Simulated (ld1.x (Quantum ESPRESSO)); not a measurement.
Before and after: RRKJ potential for palladium (Pd)

| Quantity | Value |
| --- | --- |
| Element | Pd |
| Generator | ld1.x (Quantum ESPRESSO) 7.5 |
| Type | norm-conserving RRKJ (Kleinman–Bylander form) |
| Functional | PBEsol |
| Relativity | scalar-relativistic |
| Frozen core | [Kr] |
| Valence charge | 10 |
| Reference configuration | 4d8 5s0 5p0 (charge +2) |
| Partial waves | 5s (bound, empty): rc 2.05 bohr; 5p (bound, empty): rc 2.20 bohr; 4d (bound): rc 1.90 bohr |
| Local potential | all-electron potential smoothed inside 1.45 bohr (lloc = -2) |
| Core correction | Bessel-smoothed model core, default radius (core density twice the valence density) |

All-electron outer shells of the reference configuration (PBEsol, scalar-relativistic, ld1.x):

```
shell  level (eV)  outermost node (bohr)  outermost maximum (bohr)
   4p      -76.03                   0.46                      0.91
   4d      -27.32                   0.45                      1.07
   5s      -20.16                   1.13                      2.27
   5p      -13.92                   1.26                      2.74
```

Change: local potential all-electron potential smoothed inside 2.52 bohr (lloc = -2).

Cutoffs: the cutoffs (Ry, on a coarse ladder) from which the occupation-weighted sum of valence levels, in a spherical-Bessel basis at the reference potential, stays within 10 and 1 mRy of its value at 400 Ry; they do not see the model core or the augmentation charge, which bear on the density cutoff. Errors are all-electron minus pseudo energies relative to the spin-unpolarised reference configuration.

Task: Predict the effect on cutoff, ghosts and configuration errors.

Result: The potential gets neither clearly harder nor softer (45 Ry and 50 Ry → 45 Ry and 50 Ry); the bound ghost in s disappears; of the 7 tests that both files solve, the error grows in 6 and shrinks in 0 by more than 15 % and 0.3 meV (median size 59.1 → 113.6 meV). In the separable form a ghost depends on how the local part lies against the semilocal potential of the channel, so the choice of the local part can create or remove one. The local part now departs from the all-electron potential out to 2.52 bohr, far beyond the d radius of 1.90 bohr, and whatever the projectors do not describe feels it: the likely cause.

| quantity | base | changed |
| --- | --- | --- |
| cutoff, loose | 45 Ry | 45 Ry |
| cutoff, tight | 50 Ry | 50 Ry |
| bound ghosts | s | none |
| error for 4d10 5s0 5p0, meV [ΔE -29.94 eV] | -148 | -309 |
| error for 4d9 5s0 5p0, meV [ΔE -20.82 eV] | -59 | -114 |
| error for 4d7 5s0 5p0, meV [ΔE 34.35 eV] | -113 | -181 |
| error for 4d9 5s0 5p1, meV [ΔE -24.63 eV] | -8.9 | -75 |
| error for 4d8 5s1 5p0, meV [ΔE -16.27 eV] | -11 | -9.7 |
| error for 4d6 5s0 5p0, meV [ΔE 83.67 eV] | -534 | -806 |
| error for 4d9 5s1 5p0, meV [ΔE -28.43 eV] | -43 | -76 |

Base: These tests converged, but a pseudo level misses the all-electron one widely, so the file describes the atom poorly there or has found another state: 4d7 5s0 5p0: empty 5s by 3.6 eV (a node warning on the way); 4d6 5s0 5p0: empty 5p by 3.4 eV (a node warning on the way). A true bound ghost makes a file unfit for plane-wave use even where its test errors are small: the radial tests pick states by their node count and pass the ghost by.
